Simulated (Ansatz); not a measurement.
Relaxation of the cluster LaB₆⁺ with RKS B3LYP-D4/def2-SVP.

```sh
$ ansatz run in.yaml --threads 4 --pin off --events-out ev --progress --plain --max-ram 4787MiB
```

```yaml
crystal:
  periodic: [false, false, false]
  atoms:
    - {symbol: La, position_ang: [-0.274030, 0.273600, -2.014680]}
    - {symbol: B, position_ang: [-0.519600, -1.421200, -0.494350]}
    - {symbol: B, position_ang: [-0.559500, 0.898390, 0.914170]}
    - {symbol: B, position_ang: [1.211250, 0.362830, 0.589460]}
    - {symbol: B, position_ang: [0.416440, 1.520860, -0.222560]}
    - {symbol: B, position_ang: [0.752680, -1.086710, 0.453680]}
    - {symbol: B, position_ang: [-1.027230, -0.547760, 0.774300]}
basis:
  gaussian: {orbitals: def2-SVP}
total_charge: 1
hamiltonian: {xc: {name: B3LYP}, dispersion: d4}
scf: {lower_state_search: "off"}
output: {orbitals: {seedname: orbitals}}
relax: {f_tol: 0.02, max_steps: 100}
```

Run time 78 s (4 threads of Intel Xeon on a shared host).

Positions (Å) and forces (eV/Å) at steps 1, 2, 3, 4, 5, 7, 8, 9, 10, 11, 12, 13, 14, 15, 16, 19 of 19:

```xyz
7
step=1 energy=-4900.5145 eV
La   -0.274    0.274   -2.015   -0.437    0.456   -3.279
B    -0.520   -1.421   -0.494   -0.501   -2.382    1.307
B    -0.559    0.898    0.914    0.719    0.552    0.028
B     1.211    0.363    0.589   -0.252    0.833    0.218
B     0.416    1.521   -0.223    0.892    1.967    1.711
B     0.753   -1.087    0.454   -0.711   -0.549    0.099
B    -1.027   -0.548    0.774    0.290   -0.876   -0.083
7
step=2 energy=-4900.9912 eV
La   -0.300    0.301   -2.210    0.207   -0.201    1.482
B    -0.549   -1.554   -0.431   -0.045    0.098   -0.380
B    -0.539    0.903    0.923    0.233    0.170   -0.204
B     1.200    0.377    0.604   -0.155    0.278   -0.131
B     0.466    1.633   -0.137   -0.070    0.006   -0.381
B     0.734   -1.094    0.468   -0.298   -0.105   -0.158
B    -1.012   -0.566    0.783    0.128   -0.247   -0.227
7
step=3 energy=-4901.0942 eV
La   -0.273    0.275   -2.018   -0.115    0.123   -0.880
B    -0.568   -1.607   -0.441    0.054    0.013    0.302
B    -0.538    0.912    0.876    0.267   -0.016    0.030
B     1.189    0.390    0.560   -0.207    0.114    0.119
B     0.482    1.689   -0.137    0.017   -0.096    0.293
B     0.719   -1.090    0.422   -0.262    0.012    0.114
B    -1.012   -0.567    0.738    0.247   -0.151    0.023
7
step=4 energy=-4901.1254 eV
La   -0.280    0.283   -2.079    0.009   -0.005    0.028
B    -0.563   -1.589   -0.441   -0.005   -0.020    0.030
B    -0.532    0.908    0.891    0.076   -0.033   -0.041
B     1.186    0.388    0.576   -0.091    0.011   -0.012
B     0.476    1.671   -0.140    0.005    0.011    0.036
B     0.717   -1.091    0.439   -0.093    0.049   -0.005
B    -1.005   -0.571    0.753    0.099   -0.014   -0.035
7
step=5 energy=-4901.1234 eV rejected
La   -0.271    0.280   -2.072    0.007   -0.012    0.010
B    -0.571   -1.601   -0.439    0.000    0.071   -0.007
B    -0.524    0.903    0.886   -0.089    0.154    0.061
B     1.174    0.390    0.569    0.173    0.045    0.009
B     0.478    1.684   -0.132   -0.040   -0.034   -0.042
B     0.704   -1.084    0.434    0.136   -0.152   -0.038
B    -0.990   -0.573    0.754   -0.187   -0.072    0.006
7
step=7 energy=-4901.1288 eV
La   -0.222    0.261   -2.077    0.032   -0.007   -0.081
B    -0.594   -1.593   -0.434   -0.052    0.022   -0.034
B    -0.521    0.914    0.917   -0.183    0.076    0.095
B     1.162    0.386    0.547    0.128    0.030   -0.015
B     0.446    1.690   -0.127   -0.011    0.010   -0.023
B     0.707   -1.088    0.404    0.172   -0.178   -0.025
B    -0.978   -0.570    0.771   -0.086    0.047    0.083
7
step=8 energy=-4901.1518 eV
La   -0.086    0.208   -2.089    0.024    0.010   -0.234
B    -0.664   -1.584   -0.421   -0.020    0.161    0.032
B    -0.505    0.935    0.992   -0.403    0.265    0.214
B     1.117    0.378    0.483    0.179    0.182   -0.029
B     0.367    1.719   -0.106   -0.010   -0.102    0.008
B     0.699   -1.092    0.320    0.317   -0.607   -0.108
B    -0.929   -0.565    0.821   -0.087    0.093    0.117
7
step=9 energy=-4901.2260 eV
La    0.095    0.137   -2.131   -0.275    0.159   -0.209
B    -0.760   -1.551   -0.397    0.306    0.334   -0.006
B    -0.526    1.000    1.097   -0.045    0.336   -0.004
B     1.030    0.352    0.423   -0.378   -0.061    0.267
B     0.263    1.751   -0.076   -0.014   -0.447   -0.026
B     0.715   -1.144    0.181   -0.043   -0.377    0.249
B    -0.817   -0.544    0.903    0.449    0.056   -0.272
7
step=10 energy=-4901.2918 eV
La    0.087    0.143   -2.147   -0.283    0.091    0.156
B    -0.756   -1.552   -0.386    0.265    0.297   -0.203
B    -0.571    1.050    1.091    0.250   -0.051   -0.039
B     0.984    0.325    0.449   -0.647   -0.251    0.246
B     0.276    1.749   -0.064   -0.061   -0.363   -0.180
B     0.740   -1.191    0.148   -0.318    0.135    0.533
B    -0.760   -0.523    0.909    0.794    0.141   -0.513
7
step=11 energy=-4901.1997 eV rejected
La   -0.024    0.198   -2.147   -0.088   -0.159    0.825
B    -0.688   -1.578   -0.391   -0.131    0.046   -0.542
B    -0.656    1.174    1.041    0.688   -1.306   -0.032
B     0.849    0.234    0.538    1.043    1.398   -0.331
B     0.339    1.727   -0.046    0.171    0.008   -0.460
B     0.786   -1.302    0.150   -0.682    0.623    0.677
B    -0.606   -0.453    0.855   -1.000   -0.610   -0.136
7
step=12 energy=-4901.4091 eV
La    0.006    0.183   -2.125   -0.108   -0.098    0.058
B    -0.712   -1.562   -0.422    0.470    0.079    0.040
B    -0.568    1.079    1.090    0.184   -0.194   -0.415
B     0.950    0.306    0.489   -0.477   -0.366    0.105
B     0.296    1.723   -0.097   -0.084    0.010    0.305
B     0.755   -1.232    0.220   -0.536    0.167   -0.075
B    -0.728   -0.496    0.845    0.551    0.402   -0.018
7
step=13 energy=-4901.4641 eV
La   -0.079    0.218   -2.093   -0.052   -0.139   -0.024
B    -0.651   -1.590   -0.431   -0.092   -0.086   -0.159
B    -0.590    1.104    1.040    0.213    0.065   -0.183
B     0.915    0.274    0.526   -0.153    0.319    0.044
B     0.343    1.715   -0.089    0.110    0.188    0.190
B     0.751   -1.263    0.251   -0.096   -0.012    0.058
B    -0.688   -0.457    0.797    0.069   -0.335    0.075
7
step=14 energy=-4901.4773 eV
La   -0.110    0.218   -2.076   -0.025   -0.048    0.004
B    -0.643   -1.617   -0.443    0.015    0.032   -0.034
B    -0.593    1.117    1.011    0.037   -0.303   -0.070
B     0.900    0.284    0.541   -0.049   -0.154   -0.064
B     0.374    1.737   -0.074    0.066    0.058    0.024
B     0.747   -1.273    0.255   -0.008    0.262    0.071
B    -0.675   -0.468    0.786   -0.037    0.153    0.070
7
step=15 energy=-4901.4805 eV
La   -0.116    0.216   -2.082    0.007   -0.004    0.114
B    -0.642   -1.611   -0.444    0.029    0.005   -0.029
B    -0.593    1.103    1.000   -0.001    0.057    0.022
B     0.902    0.285    0.541    0.023   -0.014    0.015
B     0.386    1.738   -0.069   -0.053    0.003   -0.055
B     0.745   -1.258    0.261    0.026   -0.095   -0.042
B    -0.681   -0.473    0.793   -0.031    0.048   -0.025
7
step=16 energy=-4901.4813 eV
La   -0.118    0.216   -2.070   -0.012    0.023   -0.079
B    -0.640   -1.615   -0.446    0.025    0.008    0.032
B    -0.593    1.106    1.000    0.031    0.021   -0.003
B     0.902    0.283    0.540   -0.010    0.037    0.028
B     0.384    1.740   -0.071   -0.008   -0.015    0.015
B     0.746   -1.262    0.260   -0.026   -0.035    0.011
B    -0.682   -0.468    0.786    0.000   -0.039   -0.005
7
step=19 energy=-4901.4818 eV
La   -0.126    0.221   -2.072    0.000    0.005    0.003
B    -0.635   -1.616   -0.446    0.006    0.003    0.002
B    -0.593    1.107    0.996    0.008   -0.002   -0.002
B     0.901    0.283    0.545   -0.005    0.003    0.003
B     0.389    1.739   -0.072   -0.003   -0.002   -0.006
B     0.747   -1.265    0.266    0.000   -0.007   -0.001
B    -0.684   -0.469    0.784   -0.005    0.000    0.000
```

In the def2 sets La takes a core potential; there is no spin–orbit coupling. The structure comes from a short search, and lower isomers may exist.
